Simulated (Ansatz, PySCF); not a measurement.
Species: NaF (charge 0, singlet). SMILES: [F][Na]
Geometry: optimised at B3LYP-D3(BJ)/def2-TZVP (Ansatz, an electronic-structure program).

Property: vertical ionisation energy (to the doublet state of charge +1; each state is the SCF solution reached for its spin), in eV. Cores are frozen in the correlated levels unless marked. Open shells are spin-unrestricted. Spin-orbit coupling is left out. Non-relativistic. Basis-set limits of correlation are two-point, X^-3; Hartree-Fock from the larger set.

```csv
level,program,vertical ionisation energy (eV)
SVWN5/def2-TZVPD,Ansatz,11.04
PBE/def2-TZVPD,Ansatz,10.53
r2SCAN/def2-TZVPD,Ansatz,10.19
B3LYP/def2-TZVPD,Ansatz,10.42
PBE0/def2-TZVPD,Ansatz,10.14
BHLYP/def2-TZVPD,Ansatz,9.84
CAM-B3LYP/def2-TZVPD,Ansatz,10.43
wB97M-V/def2-TZVPD,Ansatz,10.24
wB97X-V/def2-TZVPD,Ansatz,10.25
CCSD/def2-SVPD,Ansatz,9.95
CCSD/def2-TZVPPD,Ansatz,9.94
CCSD/def2-QZVPPD,Ansatz,10.01
"CCSD/CBS(def2-TZVPPD,def2-QZVPPD)",Ansatz,10.07
CCSD(T)/def2-SVPD,Ansatz,10.03
CCSD(T)/def2-TZVPPD,Ansatz,10.06
CCSD(T)/def2-QZVPPD,Ansatz,10.15
"CCSD(T)/CBS(def2-TZVPPD,def2-QZVPPD)",Ansatz,10.22
```

For comparison, minus the highest occupied orbital energy (PySCF): 5.13 eV at BP86/def2-TZVPD, 8.79 eV at M06-2X/def2-TZVPD, 5.01 eV at M06-L/def2-TZVPD.
